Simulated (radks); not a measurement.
Values are calculated unless marked as measured or tabulated.
All-electron atom: Er+ in [Xe] 4f12 6s1.

Code: a radial shooting solver on a logarithmic mesh with Libxc functionals. Model: non-relativistic Kohn-Sham, PBE, spin-polarised, spherical densities, point nucleus; open shells are filled with parallel spins first (spin-orbit coupling, left out, can overturn this in heavy ions); relativity is left out, which matters for an element this heavy.

Energy parts (eV):
part                      energy
total                 -340184.34
kinetic                340087.92
electron-nucleus      -808822.75
Hartree                135780.86
exchange-correlation    -7230.38

Orbitals (lengths in bohr, moments of r in powers of bohr; r(max) is where P^2 peaks):
1s up: occ. 1; eigenvalue (eV) -53433.33; <r^2> 0.0006643; <r^4> 1.113e-06; r(max) 0.01479
1s down: occ. 1; eigenvalue (eV) -53433.32; <r^2> 0.0006643; <r^4> 1.113e-06; r(max) 0.01479
2s up: occ. 1; eigenvalue (eV) -8619.106; <r^2> 0.01049; <r^4> 0.0001852; r(max) 0.08081
2s down: occ. 1; eigenvalue (eV) -8619.065; <r^2> 0.01049; <r^4> 0.0001852; r(max) 0.08081
2p up: occ. 3; eigenvalue (eV) -8226.947; <r^2> 0.007784; <r^4> 0.0001174; r(max) 0.06283
2p down: occ. 3; eigenvalue (eV) -8226.922; <r^2> 0.007784; <r^4> 0.0001174; r(max) 0.06283
3s up: occ. 1; eigenvalue (eV) -1921.426; <r^2> 0.06699; <r^4> 0.006703; r(max) 0.2237
3s down: occ. 1; eigenvalue (eV) -1920.357; <r^2> 0.06695; <r^4> 0.006696; r(max) 0.2237
3p up: occ. 3; eigenvalue (eV) -1743.830; <r^2> 0.06238; <r^4> 0.006068; r(max) 0.2114
3p down: occ. 3; eigenvalue (eV) -1742.860; <r^2> 0.06234; <r^4> 0.006061; r(max) 0.2113
3d up: occ. 5; eigenvalue (eV) -1412.916; <r^2> 0.04924; <r^4> 0.004267; r(max) 0.1679
3d down: occ. 5; eigenvalue (eV) -1412.223; <r^2> 0.04920; <r^4> 0.004259; r(max) 0.1678
4s up: occ. 1; eigenvalue (eV) -373.3764; <r^2> 0.3360; <r^4> 0.1642; r(max) 0.5079
4s down: occ. 1; eigenvalue (eV) -371.5775; <r^2> 0.3361; <r^4> 0.1643; r(max) 0.5079
4p up: occ. 3; eigenvalue (eV) -302.0983; <r^2> 0.3528; <r^4> 0.1863; r(max) 0.5112
4p down: occ. 3; eigenvalue (eV) -300.3064; <r^2> 0.3530; <r^4> 0.1865; r(max) 0.5112
4d up: occ. 5; eigenvalue (eV) -173.9478; <r^2> 0.3980; <r^4> 0.2586; r(max) 0.5137
4d down: occ. 5; eigenvalue (eV) -172.1684; <r^2> 0.3986; <r^4> 0.2597; r(max) 0.5137
4f up: occ. 7; eigenvalue (eV) -14.3507; <r^2> 0.8103; <r^4> 2.076; r(max) 0.5004
4f down: occ. 5; eigenvalue (eV) -12.7428; <r^2> 0.8398; <r^4> 2.282; r(max) 0.5014
5s up: occ. 1; eigenvalue (eV) -50.4859; <r^2> 2.079; <r^4> 6.507; r(max) 1.203
5s down: occ. 1; eigenvalue (eV) -49.7191; <r^2> 2.093; <r^4> 6.586; r(max) 1.208
5p up: occ. 3; eigenvalue (eV) -31.8560; <r^2> 2.716; <r^4> 11.74; r(max) 1.321
5p down: occ. 3; eigenvalue (eV) -31.2058; <r^2> 2.729; <r^4> 11.81; r(max) 1.326
5d up: occ. 0; eigenvalue (eV) -7.5485; <r^2> 8.808; <r^4> 154.3; r(max) 1.929
5d down: occ. 0; eigenvalue (eV) -6.8672; <r^2> 8.133; <r^4> 128.2; r(max) 1.912
6s up: occ. 1; eigenvalue (eV) -8.7352; <r^2> 16.78; <r^4> 420.9; r(max) 3.412
6s down: occ. 0; eigenvalue (eV) -7.7164; <r^2> 15.95; <r^4> 381.6; r(max) 3.348
6p up: occ. 0; eigenvalue (eV) -5.7906; <r^2> 25.61; <r^4> 986.7; r(max) 4.153

The highest occupied level is 6s up at -8.735 eV. Virial ratio -V/T = 2.00028. Spin moment in Bohr magnetons: 3. The electron density at the nucleus is 2.244e+05 e/bohr^3. For comparison, the ionisation energy in NIST's Atomic Spectra Database is 11.92 eV (semi-empirical). In exact Kohn-Sham theory the highest level is minus the ionisation energy, but local and semilocal functionals leave it too shallow, through self-interaction and a potential that decays too fast; potentials with the right tail come closer. The density falls to 0.001 e/bohr^3 at r = 4.47 bohr. The spin density at the nucleus is 8.371 e/bohr^3 (1s 0.025, 2s -0.144, 3s -1.635, 4s 0.541, 5s 1.131, 6s 8.453).
